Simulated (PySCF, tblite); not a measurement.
Isomers of C8H8F2, one GFN2-xTB conformer each. Single-point energies are computed at PBE0/pcSseg-1 (PySCF, gas phase, no added dispersion term), electronic only.

| SMILES | GFN2-xTB relative energy (kcal/mol) |
| --- | --- |
| C#C[C@H](C)C(=C)C=C(F)F | 3.3 |
| CC#C[C@@H](F)C1=CC[C@@H]1F | 0.0 |
| C#CCC(=C)CC=C(F)F | 5.3 |
| C#CCC(=C)/C=C(/F)CF | 6.7 |

Conformers: `[CH:1]#[C:2][C@H:3]([CH3:4])[C:5](=[CH2:6])[CH:7]=[C:8]([F:9])[F:10]` with C2–C3–C5–C6 22°, C3–C5–C7–C8 5°; `[CH3:1][C:2]#[C:3][C@@H:4]([F:5])[C:6]1=[CH:7][CH2:8][C@@H:9]1[F:10]` with C3–C4–C6–C7 -118°; `[CH:1]#[C:2][CH2:3][C:4](=[CH2:5])[CH2:6][CH:7]=[C:8]([F:9])[F:10]` with C2–C3–C4–C5 -112°, C3–C4–C6–C7 76°, C4–C6–C7–C8 -114°; `[CH:1]#[C:2][CH2:3][C:4](=[CH2:5])/[CH:6]=[C:7](/[F:8])[CH2:9][F:10]` with C2–C3–C4–C5 -111°, C3–C4–C6–C7 8°, C6–C7–C9–F10 63°.

Question: What does PBE0/pcSseg-1 give for the same structures?

Answer: 
| SMILES | PBE0/pcSseg-1 E (Eh) | PBE0/pcSseg-1 (kcal/mol) | GFN2-xTB (kcal/mol) | point group |
| --- | --- | --- | --- | --- |
| C#C[C@H](C)C(=C)C=C(F)F | -508.61524 | 0.0 | 3.3 | C1 |
| C#CCC(=C)CC=C(F)F | -508.61278 | 1.5 | 5.3 | C1 |
| CC#C[C@@H](F)C1=CC[C@@H]1F | -508.60790 | 4.6 | 0.0 | C1 |
| C#CCC(=C)/C=C(/F)CF | -508.60565 | 6.0 | 6.7 | C1 |

GFN2-xTB puts CC#C[C@@H](F)C1=CC[C@@H]1F lowest instead; measured from each level's own lowest isomer, the values differ by up to 4.6 kcal/mol (CC#C[C@@H](F)C1=CC[C@@H]1F: 0.0 against 4.6). As drawn, the lowest has two fluorines on one carbon, which the highest lacks. Neighbours under 2.5 kcal/mol apart (C#C[C@H](C)C(=C)C=C(F)F and C#CCC(=C)CC=C(F)F; CC#C[C@@H](F)C1=CC[C@@H]1F and C#CCC(=C)/C=C(/F)CF) can change places with a better method, another conformer or zero-point energy.

Question: Which frontier levels, dipoles and rotational constants go with these structures?

Answer: 
| SMILES | HOMO (eV, PBE0/pcSseg-1) | LUMO (eV) | dipole (D) | A, B, C (MHz) |
| --- | --- | --- | --- | --- |
| C#C[C@H](C)C(=C)C=C(F)F | -6.84 | -0.81 | 0.99 | 2606, 759.3, 657.0 |
| C#CCC(=C)CC=C(F)F | -7.42 | -0.17 | 1.51 | 1858, 815.9, 635.2 |
| CC#C[C@@H](F)C1=CC[C@@H]1F | -7.58 | -0.19 | 2.43 | 1831, 795.3, 658.7 |
| C#CCC(=C)/C=C(/F)CF | -6.90 | -1.23 | 1.38 | 1512, 1037, 826.3 |

Question: What happens when harmonic zero-point energies from GFN2-xTB frequencies are added?

Answer: 
```tsv
SMILES	ZPE (kcal/mol)	electronic (kcal/mol)	with ZPE (kcal/mol)
C#C[C@H](C)C(=C)C=C(F)F	83.1	0.0	0.0
C#CCC(=C)CC=C(F)F	83.0	1.5	1.4
CC#C[C@@H](F)C1=CC[C@@H]1F	83.7	4.6	5.2
C#CCC(=C)/C=C(/F)CF	83.1	6.0	6.0
```

The zero-point energies span 0.7 kcal/mol. The order is unchanged.
